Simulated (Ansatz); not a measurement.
Coupled-cluster run, `C=C[SiH](F)S[SiH2]Cl`.

```yaml
crystal:
  periodic: [false, false, false]
  atoms:
    - {symbol: C, position_ang: [0.892564, -1.027403, -1.576255]}
    - {symbol: C, position_ang: [1.195688, -0.092026, -0.679406]}
    - {symbol: Si, position_ang: [1.003351, -0.367780, 1.131620]}
    - {symbol: F, position_ang: [0.458726, -1.857333, 1.333731]}
    - {symbol: S, position_ang: [-0.337754, 1.029592, 2.023276]}
    - {symbol: Si, position_ang: [-1.880433, 1.022880, 0.560627]}
    - {symbol: Cl, position_ang: [-1.518400, 2.363924, -0.952280]}
    - {symbol: H, position_ang: [0.524026, -2.004177, -1.278156]}
    - {symbol: H, position_ang: [0.997440, -0.855148, -2.643387]}
    - {symbol: H, position_ang: [1.551840, 0.876306, -1.024518]}
    - {symbol: H, position_ang: [2.256896, -0.234202, 1.905224]}
    - {symbol: H, position_ang: [-2.031864, -0.313288, -0.051545]}
    - {symbol: H, position_ang: [-3.112090, 1.458664, 1.251081]}
basis:
  gaussian: {orbitals: def2-TZVPP}
correlation: {method: ccsd_t}
```

```sh
$ ansatz run in.yaml --threads 2 --pin off --events-out ev --progress --plain --max-ram 22528MiB --backend cuda --devices 0, --max-vram 18GiB
```

The program prints (abridged):

```
Functional definition: HF
2030 factors; integrals over basis functions are off by at most 1.0e-3 eV
mean field evaluation 1: about -43910.8651 eV, gradient 3.9e1 eV
mean field evaluation 2: about -43911.3256 eV, gradient 3.9e1 eV
mean field evaluation 4: about -43915.2054 eV, gradient 4.4e0 eV
mean field evaluation 8: about -43915.2825 eV, gradient 2.9e-1 eV
mean field evaluation 16: about -43915.2830 eV, gradient 1.1e-6 eV
mean field -43915.28302931 eV, -1613.8568844794 hartree, gradient 1.1e-6 eV, S^2 0.000000; 0 other end points of the search recorded, 0 dependent functions left out
23 core orbitals not correlated: weight in the atoms' cores, before any rotation towards them, 1.000 or more for the frozen orbitals, at most 0.000 for the correlated occupied ones
reference -43915.28302931 eV, -1613.8568844794 hartree; 21, 21 occupied and 301, 301 virtual orbitals, 2030 factors
second order -31.88887441 eV of doubles, -0.00000000 eV of singles
cycle   1  -32.82438340 eV  change   -9.4e-1 eV  update   1.2e-1
cycle   2  -33.60468017 eV  change   -7.8e-1 eV  update   3.6e-2
cycle   3  -33.77108780 eV  change   -1.7e-1 eV  update   1.8e-2
cycle   4  -33.75732579 eV  change    1.4e-2 eV  update   4.6e-3
cycle   5  -33.75504220 eV  change    2.3e-3 eV  update   1.9e-3
cycle   6  -33.75608723 eV  change   -1.0e-3 eV  update   5.5e-4
cycle   7  -33.75590630 eV  change    1.8e-4 eV  update   2.0e-4
cycle   8  -33.75586304 eV  change    4.3e-5 eV  update   6.3e-5
cycle   9  -33.75590050 eV  change   -3.7e-5 eV  update   2.7e-5
perturbative correction -1.43033960 eV, -0.0525640108 hartree
Total energy: -43950.46926942 eV, -1615.1499549532 hartree
```

Hardware: 2 threads of an AMD EPYC 7R13 on a shared host and a share of an NVIDIA H100 80 GB. Wall time 14 s, peak host memory 0.83 GiB.

Correlation energy per correlated electron: -0.838 eV. T1 diagnostic: 0.0115.
